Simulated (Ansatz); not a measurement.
Frontier orbitals of C₄H₉F₃NV (`CC(C)(C)[N]=[V]([F])([F])[F]`).

```xyz
18

C     0.963    1.263   -0.683
C    -0.170    0.315   -0.294
C    -1.290    1.067    0.421
C    -0.704   -0.428   -1.518
N     0.361   -0.659    0.617
V     0.944   -1.740    1.627
F     0.054   -1.594    3.110
F     2.626   -1.381    1.856
F     0.718   -3.300    0.901
H     1.362    1.771    0.197
H     1.775    0.718   -1.167
H     0.585    2.016   -1.378
H    -0.911    1.573    1.310
H    -1.714    1.817   -0.252
H    -2.084    0.383    0.723
H    -1.492   -1.126   -1.232
H     0.094   -0.987   -2.009
H    -1.115    0.292   -2.230
```

Charge 0, multiplicity 1. Correlated methods include outer-core shells of V, which these sets cover unevenly. Scalar relativity is left out up to krypton. Geometry: relaxed with PBE0-D4/def2-TZVP. Basis def2-TZVPP, Ansatz 0.2.0.

| functional | HOMO (eV) | LUMO (eV) | gap (eV) |
| --- | --- | --- | --- |
| LDA (SPW92) | -7.27 | -3.86 | 3.41 |
| PBE | -7.05 | -3.57 | 3.48 |
| BLYP | -6.95 | -3.51 | 3.44 |
| r2SCAN | -7.35 | -3.59 | 3.76 |
| PBE0 | -8.54 | -2.65 | 5.89 |
| HSE06 (plane-wave form) | -8.14 | -3.03 | 5.11 |
| LC-ωPBE | -11.29 | -0.31 | 10.98 |
| ωB97X-V | -10.95 | -0.37 | 10.58 |
| ωB97M-V | -10.88 | -0.38 | 10.50 |

Against PBE, PBE0 changes HOMO and LUMO by −1.50 and +0.92 eV, ωB97M-V by −3.83 and +3.19 eV. A gap of 3.48 eV thus becomes 10.50 eV for the same molecule, so an orbital gap means little without its functional.

LC-ωPBE has ω = 0.4 bohr⁻¹.
